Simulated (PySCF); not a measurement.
# What a mistake does to a calculation on BFH4NSi cation

All numbers below are calculated, not measured. They come from PySCF 2.14.0, an open-source quantum chemistry program, on an isolated molecule that a program drew, which may never have been made. The molecule is BFH4NSi cation (charge +1, singlet), drawn as the SMILES string `[BH+]N[SiH2]F`.

Each row is a Hartree-Fock (HF) and frozen-core CCSD(T) single point in the cc-pV(D+d)Z basis, meant for a local HF minimum. Run 1 is clean. Each other run has one planted mistake out of seven kinds, and not every kind appears here: one electron removed, one electron added, multiplicity raised by two, geometry at a saddle point, minimal basis STO-3G, one bond length entered in bohr, all coordinates scaled. The reference is restricted for singlets and unrestricted otherwise, and also for a bond in bohr. Adding or removing an electron swaps singlet and doublet. Electrons count all cores. HOMO and LUMO are orbital energies over both spins, the gradient is its largest component, and the lowest frequency (negative if imaginary) is given only where the gradient is small. Bond lengths are over the 7 bonds as drawn. T1 is the CCSD diagnostic: over 0.02 (restricted) or 0.045 (unrestricted) a single reference is doubtful.

Geometry of the clean run:
```xyz
8
BFH4NSi cation, angstrom
B    -0.1666    0.2700   -1.3346
N    -1.1432    0.4403   -0.4785
Si   -2.5047   -0.7868   -0.3237
F    -1.9642   -1.7944   -1.4451
H     0.6986    0.1040   -2.1040
H    -1.1441    1.2665    0.1092
H    -3.7393   -0.1281   -0.7223
H    -2.4331   -1.3582    1.0125
```

```
run,electrons,basis functions,<S^2>,HOMO (eV),LUMO (eV),gradient (hartree/bohr),lowest frequency (cm^-1),mean bond (Å),longest bond (Å),T1,HF (hartree),CCSD(T) (hartree),mistake
1,38,85,0.000,-18.26,-3.84,4.9e-05,133,1.4063,1.839,0.0141,-469.68068,-470.23356,no fault
2,39,85,0.768,-5.81,3.28,7.8e-02,-,1.4063,1.839,0.0168,-469.85638,-470.42559,one electron added
3,38,85,2.021,-13.20,-7.93,1.4e-01,-,1.4063,1.839,0.0249,-469.49405,-470.01702,multiplicity raised by two
4,38,85,0.000,-18.48,-3.74,3.1e-02,-,1.3599,1.779,0.0129,-469.67057,-470.21744,?
```

**Which mistake was planted in run 4, and what did it cost?**

The mean and the longest bond both change by the same factor, 0.967, and the gradient is no longer small. So the mistake is: all coordinates scaled. Subtracting run 1 and multiplying by 627.51 kcal/mol a hartree, the energy moved by 6.3 kcal/mol in HF and 10.1 kcal/mol in CCSD(T).

